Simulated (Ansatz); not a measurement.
**Abstraction of F: CH2FI + SiH(SiH2)F2 → CH2I + Si2H3F3**

Gas-phase species: CH2FI (fluoroiodomethane) `FCI`, singlet; SiH(SiH2)F2, doublet; CH2I `[CH2]I`, doublet; Si2H3F3 `F[SiH2][SiH](F)F`, singlet. A radical takes F: the energy is the difference in strength between the C–F bond broken and the Si–F bond made.

Shapes, held fixed at every level: PBE0-D4/def2-TZVP. Flexible molecules stand in one conformer, not always the lowest. Programs: Ansatz 0.2.0. Electronic energies: no zero-point or thermal term.

```csv
level,kind,ΔE (kJ/mol),less CCSD(T)/def2-TZVPP
MP2/def2-TZVPP,perturbation theory,-144.6,+1.6
r2SCAN-D4/def2-TZVPP,meta-GGA,-141.0,+5.2
B3LYP-D4/def2-TZVPP,global hybrid,-142.8,+3.4
PBE0-D4/def2-TZVPP,global hybrid,-130.6,+15.6
B2PLYP/def2-TZVPP,double hybrid,-148.3,-2.1
CCSD/def2-TZVPP,coupled cluster or CI,-151.1,-4.9
CCSD(T)/def2-TZVPP,coupled cluster or CI,-146.2,0.0
```

The highest level, CCSD(T)/def2-TZVPP, gives ΔE = -146.2 kJ/mol; the levels span -151.1 to -130.6. The column of differences is taken from that level and isn't an error. No measured value is set beside it here. Open shells run unrestricted. For atoms past krypton def2 sets carry core potentials with scalar relativity. Outer-core shells of I are correlated, in sets that cover them unevenly.
